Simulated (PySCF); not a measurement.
All values below come from B3LYP-D3(BJ)/def2-TZVP (PySCF 2.14.0). Isolated molecules, 0 K electronic values unless said otherwise. B3LYP has the VWN-RPA correlation part, as in Gaussian. 

Reference species (SMILES): `C=C=NC` (neutral, multiplicity 1).

```json
{
  "HOMO": "-6.39 eV",
  "dipole_moment": "1.41 D"
}
```

Changed species: `C(C)=C=N`.

Question: What does the change do to the HOMO and dipole moment?

Answer: the HOMO rises by 0.09 eV, to -6.30 eV; the dipole moment rises by 0.24 D, to 1.65 D.
